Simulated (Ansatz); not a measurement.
Ansatz (an electronic-structure program) input for chlorotrifluoromethane (CClF3), SMILES FC(F)(F)Cl, PBE0/def2-SVPD. The structure is a stationary point at B3LYP-D3(BJ)/def2-SVP.

Ansatz 0.2 input:
```yaml
crystal:
  periodic: [false, false, false]
  atoms:
    - {symbol: F, position_ang: [1.07801206, -0.62239055, 0.81338772]}
    - {symbol: C, position_ang: [0.00000001, 0.00000000, 0.35628031]}
    - {symbol: F, position_ang: [-1.07801206, -0.62239056, 0.81338774]}
    - {symbol: F, position_ang: [0.00000000, 1.24478111, 0.81338773]}
    - {symbol: Cl, position_ang: [-0.00000000, -0.00000000, -1.41759709]}
basis:
  gaussian:
    orbitals: def2-SVPD
hamiltonian:
  xc: {name: PBE0}
```

Program output:

```
WARN ansatz: RAYON_NUM_THREADS=1 ignored (pool sized by the plan → 1); use --threads N
Functional definition: PBE0
integrals: 0.05 GiB planned
1010 factors; their error is unknown
mean field: 0.43 GiB planned
mean field evaluation 1: about -21684.5919 eV, gradient 4.0e1 eV
mean field evaluation 2: about -21681.8035 eV, gradient 6.0e1 eV
mean field evaluation 4: about -21687.0149 eV, gradient 8.0e-1 eV
mean field evaluation 8: about -21687.1364 eV, gradient 1.3e-1 eV
mean field -21687.13644126 eV, -796.9875641471 hartree, gradient 3.5e-5 eV, S^2 0.000000; 0 other end points of the search recorded, 0 dependent functions left out
reference -21687.13647564 eV, -796.9875654107 hartree; 25, 25 occupied and 91, 91 virtual orbitals, 1010 factors
Total energy: -21687.13647564 eV, -796.9875654107 hartree
```

The calculation finished and met its thresholds.
